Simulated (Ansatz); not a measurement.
Cost and result for the atomization energy of `C[CH](F)[GeH3]` (11 atoms, 10 bonds).

Cartesian coordinates in Å:
```
C 1.286 0.655 0.005
C 0.076 0.103 -0.703
F 0.478 -0.918 -1.568
Ge -1.297 -0.641 0.520
H 1.763 -0.107 0.625
H 2.020 1.019 -0.719
H 0.998 1.491 0.648
H -0.387 0.876 -1.326
H -2.444 -1.254 -0.296
H -1.846 0.490 1.408
H -0.647 -1.715 1.406
```

The species carries charge 0 and has multiplicity 1. Correlated methods include outer-core shells of Ge, which these sets cover unevenly. Scalar relativity is left out up to krypton. Geometry: relaxed with PBE0-D4/def2-TZVP. Program: Ansatz. All runs use 4 threads of an Arm Neoverse V2 on a shared host. Times are those of one run each, without the atoms' runs, and a repeat can differ threefold. Electronic energies, without spin–orbit coupling; frozen cores. CCSD(T)/CBS adds CCSD(T) − MP2 in def2-TZVPP to the MP2 limit, and its time is that of the two runs behind it. T1 = 0.011. With those shells the extrapolation isn't a true limit. B3LYP takes the VWN-RPA correlation (the form of Gaussian; ORCA's B3LYP/G). HSE06 is the plane-wave form, built on full-range PBE exchange.

CCSD(T)/CBS is a level of theory with its own doubt, some kJ/mol a heavy atom from the limit and from the frozen cores, so smaller differences don't rank the functionals.

| level | functions | wall time |
| --- | --- | --- |
| revPBE-D4/def2-TZVPP | 239 | 2.2 s |
| BLYP-D4/def2-TZVPP | 239 | 2.2 s |
| PBE-D4/def2-TZVPP (with forces) | 239 | 2.6 s |
| HSE06-D4/def2-TZVPP | 239 | 3.8 s |
| r2SCAN-D4/def2-TZVPP (with forces) | 239 | 4.9 s |
| B3LYP-D4/def2-TZVPP (with forces) | 239 | 5.5 s |
| PBE-QIDH/def2-TZVPP | 239 | 5.5 s |
| CCSD(T)/def2-SVP | 109 | 7.5 s |
| ωB97X-V/def2-TZVPP | 239 | 8 s |
| ωB97M-V/def2-TZVPP (with forces) | 239 | 12 s |
| MP2/def2-QZVPP | 470 | 31 s |
| CCSD(T)/def2-TZVPP | 239 | 2.7 min |
| CCSD(T)/CBS(def2) | – | 3.2 min |

(1) What atomization energy does each give, and how far from CCSD(T)/CBS? (An estimate is asked.)

## Answers

(1) Computed: 
| level | atomization (kJ/mol) | difference from CCSD(T)/CBS | per bond |
| --- | --- | --- | --- |
| revPBE-D4/def2-TZVPP | 3705.6 | -51.4 | -5.1 |
| BLYP-D4/def2-TZVPP | 3721.3 | -35.7 | -3.6 |
| PBE-D4/def2-TZVPP (with forces) | 3790.7 | 33.7 | 3.4 |
| HSE06-D4/def2-TZVPP | 3742.4 | -14.6 | -1.5 |
| r2SCAN-D4/def2-TZVPP (with forces) | 3755.8 | -1.2 | -0.1 |
| B3LYP-D4/def2-TZVPP (with forces) | 3739.7 | -17.3 | -1.7 |
| PBE-QIDH/def2-TZVPP | 3724.1 | -32.9 | -3.3 |
| CCSD(T)/def2-SVP | 3573.7 | -183.3 | -18.3 |
| ωB97X-V/def2-TZVPP | 3763.2 | 6.2 | 0.6 |
| ωB97M-V/def2-TZVPP (with forces) | 3744.5 | -12.5 | -1.2 |
| MP2/def2-QZVPP | 3742.8 | -14.2 | -1.4 |
| CCSD(T)/def2-TZVPP | 3680.8 | -76.2 | -7.6 |
| CCSD(T)/CBS(def2) | 3757.0 | 0.0 | 0.0 |

From BLYP to BHLYP (50 % exact exchange), in def2-TZVPP and without D4, the atomization energy moves by −50.6 kJ/mol: exact exchange takes away binding that semilocal exchange gives to molecules. In def2-TZVPP, CCSD(T) changes the Hartree–Fock value by +909.7 kJ/mol (the triples alone add +44.9 kJ/mol) and MP2 by +927.3 kJ/mol; breaking electron pairs costs correlation energy, which Hartree–Fock lacks. Leaving LDA and LC-ωPBE aside and taking each functional with its dispersion term where it has one, the values, not all of them listed here, spread over 138.7 kJ/mol, from BHLYP-D4 to PBE-D4. LDA lies +501.4 kJ/mol from PBE without D4, its usual overbinding.

For some Ge, Se and Sn compounds the MP2-based and the directly extrapolated limit differ by 10 to 25 kJ/mol.
